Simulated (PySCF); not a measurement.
Stepwise substitution at one centre (Ga CH3-NH2). Isolated molecules, 0 K electronic values unless said otherwise. One relaxed conformer stands for each flexible species; it need not be the lowest. Strings in code marks are SMILES.

The four lowest singlet excitations (Tamm–Dancoff). Calculation: B3LYP-D3(BJ)/def2-TZVP (PySCF 2.14.0). B3LYP has the VWN-RPA correlation part, as in Gaussian. Excitations are Tamm–Dancoff values on a coarser integration grid. The basis has no diffuse functions, so Rydberg states are missing or too high.

| state | energy (eV) | wavelength (nm) | oscillator strength |
|---|---|---|---|
| S1 | 5.36 | 231 | 0.001 |
| S2 | 6.17 | 201 | 0.086 |
| S3 | 6.40 | 194 | 0.121 |
| S4 | 6.63 | 187 | 0.013 |

Question: Which member gives these states?
A) `[CH3][Ga]([NH2])[NH2]`
B) `[CH3][Ga]([CH3])[NH2]`
C) `[CH3][Ga]([CH3])[CH3]`
D) `[NH2][Ga]([NH2])[NH2]`

Answer: A, `[CH3][Ga]([NH2])[NH2]`
